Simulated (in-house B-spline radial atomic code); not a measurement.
Checks on a self-consistent run for Cs II (Cs+), [Kr] 4d10 5s1 5p6 7g1. Method: Dirac-Hartree-Fock, average of configuration, Fermi nucleus of rms radius 4.8041 fm. Calculated with a radial B-spline atomic code at the basis-set limit.

```json
{"orbital": "1s1/2", "q": "2", "ε (Eh)": "-1330.58069", "<1/r>": "59.3973", "<r²>": "0.000924771", "small-component weight": "0.041206"}
{"orbital": "2s1/2", "q": "2", "ε (Eh)": "-213.02048", "<1/r>": "13.9394", "<r²>": "0.0147423", "small-component weight": "0.0088925"}
{"orbital": "2p1/2", "q": "2", "ε (Eh)": "-199.88841", "<1/r>": "13.8826", "<r²>": "0.0109108", "small-component weight": "0.0088823"}
{"orbital": "2p3/2", "q": "4", "ε (Eh)": "-186.89544", "<1/r>": "12.7236", "<r²>": "0.0121793", "small-component weight": "0.0084041"}
{"orbital": "3s1/2", "q": "2", "ε (Eh)": "-46.42230", "<1/r>": "5.01357", "<r²>": "0.101152", "small-component weight": "0.0026891"}
{"orbital": "3p1/2", "q": "2", "ε (Eh)": "-40.90483", "<1/r>": "4.91518", "<r²>": "0.0962249", "small-component weight": "0.002621"}
{"orbital": "3p3/2", "q": "4", "ε (Eh)": "-38.35076", "<1/r>": "4.63166", "<r²>": "0.103845", "small-component weight": "0.0024944"}
{"orbital": "3d3/2", "q": "4", "ε (Eh)": "-28.76663", "<1/r>": "4.47708", "<r²>": "0.0864218", "small-component weight": "0.0023594"}
{"orbital": "3d5/2", "q": "6", "ε (Eh)": "-28.23229", "<1/r>": "4.40416", "<r²>": "0.0886174", "small-component weight": "0.0023214"}
{"orbital": "4s1/2", "q": "2", "ε (Eh)": "-9.95449", "<1/r>": "2.01632", "<r²>": "0.545153", "small-component weight": "0.00076876"}
{"orbital": "4p1/2", "q": "2", "ε (Eh)": "-7.89569", "<1/r>": "1.91249", "<r²>": "0.590083", "small-component weight": "0.00070925"}
{"orbital": "4p3/2", "q": "4", "ε (Eh)": "-7.36975", "<1/r>": "1.82673", "<r²>": "0.631978", "small-component weight": "0.00067348"}
{"orbital": "4d3/2", "q": "4", "ε (Eh)": "-3.93165", "<1/r>": "1.59167", "<r²>": "0.795513", "small-component weight": "0.00053254"}
{"orbital": "4d5/2", "q": "6", "ε (Eh)": "-3.84257", "<1/r>": "1.56874", "<r²>": "0.814711", "small-component weight": "0.00052166"}
{"orbital": "5s1/2", "q": "1", "ε (Eh)": "-1.90625", "<1/r>": "0.757846", "<r²>": "3.31971", "small-component weight": "0.0001503"}
{"orbital": "5p1/2", "q": "2", "ε (Eh)": "-1.24014", "<1/r>": "0.662616", "<r²>": "4.27538", "small-component weight": "0.00011723"}
{"orbital": "5p3/2", "q": "4", "ε (Eh)": "-1.16748", "<1/r>": "0.633396", "<r²>": "4.61285", "small-component weight": "0.00010853"}
{"orbital": "7g7/2", "q": "0.44444", "ε (Eh)": "-0.04083", "<1/r>": "0.0408726", "<r²>": "1138.08", "small-component weight": "1.0898e-06"}
{"orbital": "7g9/2", "q": "0.55556", "ε (Eh)": "-0.04083", "<1/r>": "0.0408742", "<r²>": "1138.05", "small-component weight": "1.0899e-06"}
```

Electron-electron repulsion V_ee = 2825.0917 hartree.

(1) What total energy follows from the eigenvalues?

(2) Does the Dirac virial theorem hold?

(3) What diamagnetic shielding (Lamb formula) and susceptibility (Langevin formula) do the radii give?

## Answers

(1) The eigenvalues count the repulsion twice, so E = Σqε - V_ee = -4960.137 - 2825.092 = -7785.229 hartree; the run printed -7785.229.

(2) For a point nucleus E = -2c²Σq·w, with w the small-component weight. Here Σq·w = 0.20727 and c = 137.0360, so the ratio E/(-2c²Σq·w) is 1.000069; the finite nucleus accounts for the departure from 1.

(3) σ = (α²/3)Σq<1/r> = 343.652/(3·137.036²) = 6100 ppm, and χ = -0.79199×10⁻⁶·Σq<r²> = -937×10⁻⁶ cm³/mol with Σq<r²> = 1183 bohr². Both are non-relativistic formulas without the paramagnetism of open shells; for so heavy an element the full relativistic shielding is larger by tens of per cent.
